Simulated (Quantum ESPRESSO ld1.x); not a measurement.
The run below uses ld1.x (Quantum ESPRESSO 7.5).

```
 &input
    atom='Ta',
    iswitch=1,
    rel=1,
    lsd=1,
    dft='PZ',
    config='[Kr] 4d10 4f1 5s0 5p0',
    verbosity='high',
    prefix='ld1',
    max_out_wfc=37,
    file_charge='ld1.rho',
 /
```

Command: `OMP_NUM_THREADS=1 ld1.x < ld1.in > ld1.out`

Output (excerpt):

```
     Program LD1 v.7.5 starts

     --------------------------- All-electron run ----------------------------

     scalar relativistic calculation

     atomic number is 73.00
     dft =PZ   lsd =1 sic =0 latt =0  beta=0.20 tr2=1.0E-14
     Exchange-correlation= PZ
                           (   1   1   0   0   0   0   0)
     mesh =2113 r(mesh) = 100.03704 a.u. xmin = -8.00 dx = 0.00800
     1 Ry =  13.60569312 eV, c = 137.03599908

     n l     nl                  e(Ry)          e(Ha)          e(eV)
     1 0     1S 1( 1.00)   -5010.088144140   -2505.044072070 -68165.7218083
     2 0     2S 1( 1.00)    -913.135263407    -456.567631703 -12423.8381737
     2 1     2P 1( 3.00)    -808.187677154    -404.093838577 -10995.9535211
     3 0     3S 1( 1.00)    -258.250735118    -129.125367559  -3513.6802508
     3 1     3P 1( 3.00)    -227.021991637    -113.510995818  -3088.7915504
     4 0     4S 1( 1.00)     -98.141536616     -49.070768308  -1335.2836298
     4 1     4P 1( 3.00)     -87.200783931     -43.600391966  -1186.4271063
     3 2     3D 1( 5.00)    -190.618689169     -95.309344585  -2593.4993883
     4 2     4D 1( 5.00)     -73.469538464     -36.734769232   -999.6039942
     4 3     4F 1( 1.00)     -58.713001724     -29.356500862   -798.8310838
     5 0     5S 1( 0.00)     -50.048125934     -25.024062967   -680.9394428
     5 1     5P 1( 0.00)     -45.613550303     -22.806775152   -620.6039677
     1 0     1S 2( 1.00)   -5010.088435889   -2505.044217945 -68165.7257778
     2 0     2S 2( 1.00)    -913.131062638    -456.565531319 -12423.7810193
     2 1     2P 2( 3.00)    -808.184549182    -404.092274591 -10995.9109629
     3 0     3S 2( 1.00)    -258.169438188    -129.084719094  -3512.5741497
     3 1     3P 2( 3.00)    -226.940893223    -113.470446611  -3087.6881502
     4 0     4S 2( 1.00)     -98.019163441     -49.009581720  -1333.6186579
     4 1     4P 2( 3.00)     -87.083502412     -43.541751206  -1184.8314099
     3 2     3D 2( 5.00)    -190.555549534     -95.277774767  -2592.6403298
     4 2     4D 2( 5.00)     -73.354202264     -36.677101132   -998.0347653
     4 3     4F 2( 0.00)     -58.585775792     -29.292887896   -797.1000868
     5 0     5S 2( 0.00)     -49.988001054     -24.994000527   -680.1214022
     5 1     5P 2( 0.00)     -45.558462827     -22.779231413   -619.8544644

     final scf error:  8.0E-15 reached in  35 iterations

     Etot =  -30587.977783 Ry,  -15293.988891 Ha, -416170.638964 eV
     Total magnetization:    1.00 Bohr mag.

     Ekin =   33668.352700 Ry,   16834.176350 Ha,  458081.274792 eV
     Encl =  -72487.877299 Ry,  -36243.938650 Ha, -986247.813670 eV
     Eh   =    8774.664579 Ry,    4387.332289 Ha,  119385.393514 eV
     Exc  =    -543.117762 Ry,    -271.558881 Ha,   -7389.493600 eV
```

Run on one thread of a shared host, so times are rough (Intel(R) Xeon(R) Processor @ 2.60GHz): 0.86 s of CPU time, 1.5 s wall, 35 iterations on 2113 mesh points.
